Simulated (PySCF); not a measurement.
# Reading the logs of faulty runs: AlBGeH4O

These are calculations, not measurements. They come from PySCF 2.14.0, an open-source quantum chemistry program, on an isolated molecule that a program drew, which may never have been made. The molecule is AlBGeH4O (charge 0, singlet), drawn as the SMILES string `O[BH][GeH2][Al]`.

Each row is a Hartree-Fock (HF) and frozen-core CCSD(T) single point in the cc-pV(D+d)Z basis, meant for a local HF minimum. Run 1 is clean. Each other run has one planted mistake out of seven kinds, and not every kind appears here: one electron removed, one electron added, multiplicity raised by two, geometry at a saddle point, minimal basis STO-3G, one bond length entered in bohr, all coordinates scaled. The reference is restricted for singlets and unrestricted otherwise, and also for a bond in bohr. Adding or removing an electron swaps singlet and doublet. Electrons count all cores. HOMO and LUMO are orbital energies over both spins, the gradient is its largest component, and the lowest frequency (negative if imaginary) is given only where the gradient is small. Bond lengths are over the 7 bonds as drawn. T1 is the CCSD diagnostic: over 0.02 (restricted) or 0.045 (unrestricted) a single reference is doubtful. Germanium has the cc-pVDZ-PP basis, with a core potential (ECP10MDF) in place of its 10 inner electrons, and its 3s, 3p and 3d shells are frozen in CCSD(T).

Geometry of the clean run:
```xyz
8
AlBGeH4O, angstrom
O    -0.6044   -1.5322   -3.3914
B     0.3185   -1.7082   -2.4199
Ge   -0.2293   -1.3523   -0.4349
Al   -1.5801   -3.2364    0.8043
H    -0.2882   -1.7343   -4.2599
H     1.4159   -2.1190   -2.7146
H     1.0476   -1.0270    0.3803
H    -1.0886   -0.0644   -0.3771
```

```
run  electrons  basis functions  <S^2>  HOMO (eV)  LUMO (eV)  gradient (hartree/bohr)  lowest frequency (cm^-1)  mean bond (Å)  longest bond (Å)      T1  HF (hartree)  CCSD(T) (hartree)                 mistake
  1         62               94  0.000      -7.07       0.65                  7.9e-06                        34         1.6176             2.629  0.0174    -637.18764         -637.66184                no fault
  2         62               94  0.000      -7.03       0.70                  2.2e-02                         -         1.5885             2.581  0.0172    -637.18540         -637.65784  all coordinates scaled
  3         62               94  2.022      -6.14       0.02                  8.0e-03                         -         1.6176             2.629  0.0235    -637.15456         -637.60801                       ?
  4         61               94  0.790     -13.96      -5.55                  3.1e-02                         -         1.6176             2.629  0.0219    -636.95685         -637.40184                       ?
```

**Which mistake was planted in run 3, and what did it cost?**

Electrons, basis and geometry are unchanged, and <S^2> is 2.022, beside S(S+1) = 2.00 for a multiplicity of 3. So the mistake is: multiplicity raised by two. Subtracting run 1 and multiplying by 627.51 kcal/mol a hartree, the energy moved by 20.8 kcal/mol in HF and 33.8 kcal/mol in CCSD(T).

**Which mistake was planted in run 4, and what did it cost?**

It counts 61 electrons, one fewer than the clean run, at the same geometry and basis. So the mistake is: one electron removed. Subtracting run 1 and multiplying by 627.51 kcal/mol a hartree, the energy moved by 144.8 kcal/mol in HF and 163.2 kcal/mol in CCSD(T).

